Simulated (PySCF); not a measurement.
Mo(NH)2(Cl)2 (Cl2H2MoN2), SMILES [NH]=[Mo](=[NH])([Cl])[Cl], multiplicity 1.

Geometry optimised at PBE0-D3(BJ)/def2-SVP. The multiplicity is an assumed one; no other spin state was optimised. The structure was generated by enumeration; whether it is a known compound was not checked. The def2 effective core potentials stand for the cores of Mo; spin–orbit coupling is left out.

These are PBE/def2-TZVP run with PySCF values and carry that method's errors.

Symmetry labels are those of the subgroup C2v that the program uses (full group C2v).

Computed valence orbital energies around the gap with their symmetry:
| orbital | symmetry | energy (eV) |
|---|---|---|
| HOMO−7 | A2 | -9.51 |
| HOMO−6 | A1 | -9.30 |
| HOMO−5 | B2 | -8.33 |
| HOMO−4 | B1 | -8.26 |
| HOMO−3 | A1 | -7.98 |
| HOMO−2 | B1 | -7.40 |
| HOMO−1 | A2 | -7.36 |
| HOMO | B2 | -7.06 |
| LUMO | A1 | -3.46 |
| LUMO+1 | A2 | -2.76 |
| LUMO+2 | B1 | -2.49 |
| LUMO+3 | A1 | -2.34 |
